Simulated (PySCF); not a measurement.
Dipole response of I⁺ (iodine, charge +1)

[Kr] 4d10 5s2 5p3 6s1, high-spin 5S determinant (an excited configuration). All numbers are calculated (PySCF 2.14, scalar relativity through the core potential, in aug-cc-pVQZ-PP with ECP28MDF). Coupled (time-dependent) response in atomic units; α is the mean over directions.

```json
{"method": "UHF", "mean α (bohr³)": "230.0", "C₆ (like pair)": "3202", "S(−4)": "41670"}
{"method": "PBE", "mean α (bohr³)": "173.5", "C₆ (like pair)": "2176", "S(−4)": "22970"}
{"method": "PBE0", "mean α (bohr³)": "191.2", "C₆ (like pair)": "2483", "S(−4)": "28230"}
{"method": "B3LYP", "mean α (bohr³)": "167.4", "C₆ (like pair)": "2084", "S(−4)": "21060"}
{"method": "BP86", "mean α (bohr³)": "164.5", "C₆ (like pair)": "2039", "S(−4)": "20220"}
```

S(−4) is the Cauchy moment in α(ω) = α(0) + S(−4) ω² + …

α(iu) at UHF:

```json
{"u (hartree)": "0", "α(iu) (bohr³)": "230.0"}
{"u (hartree)": "0.0500", "α(iu) (bohr³)": "159.7"}
{"u (hartree)": "0.100", "α(iu) (bohr³)": "87.44"}
{"u (hartree)": "0.200", "α(iu) (bohr³)": "37.39"}
{"u (hartree)": "0.300", "α(iu) (bohr³)": "22.97"}
{"u (hartree)": "0.500", "α(iu) (bohr³)": "12.80"}
{"u (hartree)": "0.750", "α(iu) (bohr³)": "7.793"}
{"u (hartree)": "1.00", "α(iu) (bohr³)": "5.305"}
{"u (hartree)": "1.50", "α(iu) (bohr³)": "2.987"}
{"u (hartree)": "2.00", "α(iu) (bohr³)": "1.969"}
{"u (hartree)": "3.00", "α(iu) (bohr³)": "1.088"}
{"u (hartree)": "5.00", "α(iu) (bohr³)": "0.4948"}
```

For an ion, C₆ is the dispersion term alone; charge-induced terms of lower order in 1/R come first.

Energies and moments cover only the electrons outside the core potential. The outer electron is Rydberg-like, and this basis confines it to a smaller radius and binds it less than a complete one would.
